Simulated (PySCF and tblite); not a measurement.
Values are calculated unless marked as measured or tabulated.
C₅H₁₀O₂, numbered as in [CH3:1][CH:2]1[O:3][CH2:4][CH2:5][CH2:6][O:7]1.

Search: ETKDG and KDG, MMFF94s, GFN2-xTB, 90 starts; geometries at PBE0-D3(BJ)/def2-SVP. Weights use PBE0-D3(BJ)/def2-TZVP energies plus GFN2-xTB zero-point and thermal terms (modes under about 100 cm⁻¹ blended into free rotors). Symmetry numbers and mirror images are counted. Conformers within 4 kcal/mol (GFN2-xTB free energy) were kept, 5 at most. GIAO shieldings: PBE0/pcSseg-1. Shifts are against TMS (¹H), TMS (¹³C) at the same level; of two unlike H on one atom, a is the less shielded. Programs: PySCF with density fitting and tblite.

Q: List the conformer-averaged shifts at 298.15 K.

A: ¹H: 4.21 (H2, 1H), 3.97 (H4a/H6a, 2H), 3.48 (H4b/H6b, 2H), 1.91 (H5a, 1H), 1.19 (H1, 3H), 0.74 (H5b, 1H) ppm. ¹³C: 99.7 (C2), 67.5 (C4/C6), 27.9 (C5), 22.9 (C1) ppm.

Q: How do the conformers differ?

A: The 6-ring runs over atoms 2–3–4–5–6–7. Of a mirror pair one member is shown.
| conformer | shape | weight % |
| --- | --- | --- |
| 1 | 6-ring chair (all substituents equatorial) | 100.0 |
| 2 | 6-ring chair (C1 axial) | 0.0 |
| 3 | 6-ring twist-boat (ring torsions 68, -24, -37, 66, -25, -43°) | 0.0 |

```json
{"signal": "H1", "1": "1.19", "2": "1.31", "3": "1.17", "average": "1.19"}
{"signal": "H2", "1": "4.21", "2": "4.99", "3": "4.87", "average": "4.21"}
{"signal": "H4a/H6a", "1": "3.97", "2": "3.86", "3": "3.75", "average": "3.97"}
{"signal": "H4b/H6b", "1": "3.48", "2": "3.63", "3": "3.44", "average": "3.48"}
{"signal": "H5a", "1": "1.91", "2": "0.78", "3": "1.59", "average": "1.91"}
{"signal": "H5b", "1": "0.74", "2": "2.04", "3": "1.69", "average": "0.74"}
{"signal": "C1", "1": "22.9", "2": "13.2", "3": "20.2", "average": "22.9"}
{"signal": "C2", "1": "99.7", "2": "95.0", "3": "99.4", "average": "99.7"}
{"signal": "C4/C6", "1": "67.5", "2": "59.2", "3": "58.5", "average": "67.5"}
{"signal": "C5", "1": "27.9", "2": "28.8", "3": "28.9", "average": "27.9"}
```

Shifts are unscaled: against experiment ¹³C can be off by 15 ppm or more and ¹H by 0.8 ppm.
